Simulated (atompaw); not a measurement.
**zinc (Zn): one change to a PAW (atompaw) potential, before and after**

* Element: zinc (Zn)
* Generator: atompaw 4.2.0.5
* Type: PAW
* Functional: LDA (PW92)
* Relativity: scalar-relativistic
* Frozen core: [Ar]
* Valence charge: 12
* Reference configuration: 3d10 4s1.75 4p0.25
* Partial waves: 4s (bound): rc 2.30 bohr; 4s channel at 0.05 Ry: rc 2.30 bohr; 4p (bound): rc 2.65 bohr; 4p channel at 2.5 Ry: rc 2.65 bohr; 3d (bound): rc 0.90 bohr; 3d channel at 1.45 Ry: rc 0.90 bohr
* Local potential: ultrasoft scheme with l = 3 at 0 Ry, radius 1.85 bohr
* Core correction: smooth core density matched at 2.30 bohr
* Augmentation charge: sinc compensation charge, radius 2.60 bohr; PAW radius 2.65 bohr; waves and projectors: custom polynom vanderbiltortho

Change: augmentation sinc compensation charge, radius 2.60 bohr; PAW radius 2.65 bohr; waves and projectors: custom rrkj vanderbiltortho.

Cutoffs: the cutoffs (Ry, on a coarse ladder) from which the occupation-weighted sum of valence levels, in a spherical-Bessel basis at the reference potential, stays within 10 and 1 mRy of its value at 400 Ry; they do not see the model core or the augmentation charge, which bear on the density cutoff.

**Question.** What does the change do?

**Answer.** The potential gets neither clearly harder nor softer (200 Ry and 300 Ry → 200 Ry and 300 Ry); neither file shows a bound ghost.

| quantity | base | changed |
| --- | --- | --- |
| cutoff, loose | 200 Ry | 200 Ry |
| cutoff, tight | 300 Ry | 300 Ry |
| loose cutoff by channel (10 mRy a level) | s 6 Ry, p 6 Ry, d 110 Ry | s 6 Ry, p 6 Ry, d 120 Ry |
| bound ghosts | none | none |
| s: phases at 2.66 bohr within 0.05 rad from the reference energy up to (Ry; the scan ends near 5) | 2.2 | 3.0 |
| p: phases at 2.66 bohr within 0.05 rad from the reference energy up to (Ry; the scan ends near 5) | 4.6 | 4.3 |
| d: phases at 2.66 bohr within 0.05 rad from the reference energy up to (Ry; the scan ends near 5) | to the end of the scan | to the end of the scan |
| lowest overlap eigenvalue by channel | s 0.06, p 0.48, d 0.98 | s 0.37, p 0.58, d 0.96 |

 The cutoffs see the waves, projectors and local potential, not the compensation charge or the core.
